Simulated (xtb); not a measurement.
CH4Se2, SMILES C[Se][SeH]. All values are semi-empirical tight-binding results from xtb (GFN2-xTB unless named), good for trends rather than for accurate numbers. Coordinates come from a GFN2-xTB optimisation. One conformer was computed; it need not be the lowest.

Optimised geometry:

Bond lengths (Å): Se1–C2 1.970, Se1–Se6 2.286, C2–H3 1.086, C2–H4 1.087, C2–H5 1.087, Se6–H7 1.459. Bond angles (°): C2–Se1–Se6 100.2, Se1–C2–H3 106.9, Se1–C2–H4 109.3, Se1–C2–H5 109.6, H3–C2–H4 110.2, H3–C2–H5 110.2, H4–C2–H5 110.6, Se1–Se6–H7 97.9.

Estimate the properties. (Estimate from the structure and the level; the computed values follow.)


```
Item                                            Result
---------------------------------------  -------------
orbital gap                                    3.51 eV
zero-point energy                        27.0 kcal/mol
G − E(el) at 298.15 K (modified RRHO)     7.7 kcal/mol
static polarisability (D4 model)            69.5 bohr³
solvation energy, GFN2-xTB/ALPB(water)   -1.3 kcal/mol
solvation energy, GFN2-xTB/ALPB(hexane)  -3.1 kcal/mol
```

Computed atomic charges and the Wiberg bond orders between heavy atoms:
charges (e) Se1 -0.11, C2 -0.07, H3 0.07, H4 0.07, H5 0.06, Se6 -0.15, H7 0.14. Bond orders Se1–C2 1.03, Se1–Se6 1.34.
